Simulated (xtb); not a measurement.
chlorobenzene (C$_{6}$H$_{5}$Cl), singlet, from a rough starting geometry; xtb with GFN2-xTB.

Input for xtb:
```
$ xtb mol.xyz --gfn 2 --opt vtight --json

# file mol.xyz
12

Cl     3.00835757     0.25172501     0.00069528
C      1.35169873     0.12519720    -0.02844680
C      0.52504426     1.18949236     0.00398961
C     -0.82952360     1.15221771     0.00742243
C     -1.38041199    -0.11392735     0.00940540
C     -0.67193632    -1.29213814     0.00382655
C      0.73397306    -1.17332759    -0.01093254
H      0.99994658     2.25857896     0.07736092
H     -1.43538296     2.01775611     0.01155885
H     -2.49514355    -0.16466137    -0.00640113
H     -1.10111189    -2.24673896    -0.03498801
H      1.36050958    -2.04439289    -0.04735537
```

**Question.** Write the output that xtb gives for this input, abridged.

**Answer.** 
```
   ID    Z sym.   atoms
    1   17 Cl     1
    2    6 C      2-7
    3    1 H      8-12

           -------------------------------------------------
          |                Calculation Setup                |
           -------------------------------------------------

           -------------------------------------------------
          |                 G F N 2 - x T B                 |
           -------------------------------------------------

          ...................................................
          :                      SETUP                      :
          :.................................................:
          :  # basis functions                  39          :
          :  # atomic orbitals                  38          :
          :  # shells                           20          :
          :  # electrons                        36          :
          :  max. iterations                   250          :
          :  Hamiltonian                  GFN2-xTB          :
          :  restarted?                      false          :
          :  GBSA solvation                  false          :
          :  PC potential                    false          :
          :  electronic temp.          300.0000000     K    :
          :  accuracy                    1.0000000          :
          :  -> integral cutoff          0.2500000E+02      :
          :  -> integral neglect         0.1000000E-07      :
          :  -> SCF convergence          0.1000000E-05 Eh   :
          :  -> wf. convergence          0.1000000E-03 e    :
          :  Broyden damping             0.4000000          :
          :  net charge                          0          :
          :  unpaired electrons                  0          :
          ...................................................

 iter      E             dE          RMSdq      gap      omega  full diag
   1    -20.2002965 -0.202003E+02  0.508E+00    4.32       0.0  T
   2    -20.2216740 -0.213775E-01  0.310E+00    4.16       1.0  T
   3    -20.2147335  0.694049E-02  0.118E+00    4.02       1.0  T
   4    -20.2236315 -0.889793E-02  0.390E-01    4.15       1.0  T
   5    -20.2245459 -0.914471E-03  0.803E-02    4.14       1.0  T
   6    -20.2245683 -0.224103E-04  0.457E-02    4.13       1.0  T
   7    -20.2245735 -0.521649E-05  0.151E-02    4.13       1.9  T
   8    -20.2245744 -0.881707E-06  0.106E-02    4.13       2.7  T
   9    -20.2245748 -0.417964E-06  0.626E-03    4.13       4.6  T
[...]
         :: total energy             -19.915892889788 Eh    ::
 * total energy  :   -19.9158929 Eh     change       -0.7876473E-09 Eh
 * total energy  :   -19.9288275 Eh     change       -0.1293460E-01 Eh
 * total energy  :   -19.9317162 Eh     change       -0.2888703E-02 Eh
 * total energy  :   -19.9323351 Eh     change       -0.6188823E-03 Eh
 * total energy  :   -19.9324236 Eh     change       -0.8857209E-04 Eh
 * total energy  :   -19.9324565 Eh     change       -0.3285821E-04 Eh
 * total energy  :   -19.9324604 Eh     change       -0.3859851E-05 Eh
 * total energy  :   -19.9324612 Eh     change       -0.8130832E-06 Eh
 * total energy  :   -19.9324614 Eh     change       -0.2581096E-06 Eh
 * total energy  :   -19.9324614 Eh     change       -0.1304375E-07 Eh
   *** GEOMETRY OPTIMIZATION CONVERGED AFTER 10 ITERATIONS ***
         :: total energy             -19.932461447699 Eh    ::
[...]

 Mol. C6AA /au·bohr⁶  :       2478.097174
 Mol. C8AA /au·bohr⁸  :      69839.088023
 Mol. α(0) /au        :         79.950894

Wiberg/Mayer (AO) data.
largest (>0.10) Wiberg bond orders for each atom

 ---------------------------------------------------------------------------
     #   Z sym  total        # sym  WBO       # sym  WBO       # sym  WBO
 ---------------------------------------------------------------------------
     1  17 Cl   1.104 --     2 C    0.970
     2   6 C    3.916 --     7 C    1.406     3 C    1.406     1 Cl   0.970
                             5 C    0.102
     3   6 C    3.989 --     4 C    1.441     2 C    1.406     8 H    0.968
                             6 C    0.111
     4   6 C    3.991 --     3 C    1.441     5 C    1.438     9 H    0.970
                             7 C    0.111
     5   6 C    3.992 --     6 C    1.438     4 C    1.438    10 H    0.970
                             2 C    0.102
     6   6 C    3.991 --     7 C    1.441     5 C    1.438    11 H    0.970
                             3 C    0.111
     7   6 C    3.989 --     6 C    1.441     2 C    1.406    12 H    0.968
                             4 C    0.111
     8   1 H    0.997 --     3 C    0.968
     9   1 H    0.998 --     4 C    0.970
    10   1 H    0.997 --     5 C    0.970
    11   1 H    0.998 --     6 C    0.970
    12   1 H    0.997 --     7 C    0.968
 ---------------------------------------------------------------------------

Topologies differ in total number of bonds
Writing topology from bond orders to xtbtopo.mol

molecular dipole:
                 x           y           z       tot (Debye)
 q only:       -0.914      -0.073      -0.001
   full:       -0.715      -0.057      -0.001       1.823
molecular quadrupole (traceless):
                xx          xy          yy          xz          yz          zz
 q only:       -5.137      -0.765       4.494      -0.006       0.063       0.643
  q+dip:       -2.848      -0.720       6.196      -0.009       0.155      -3.348
   full:       -3.287      -0.606       4.345      -0.006       0.088      -1.057

optimized geometry written to: xtbopt.xyz

           -------------------------------------------------
          | TOTAL ENERGY              -19.932461447699 Eh   |
          | GRADIENT NORM               0.000040464064 Eh/α |
          | HOMO-LUMO GAP               4.355229634346 eV   |
           -------------------------------------------------

normal termination of xtb
```
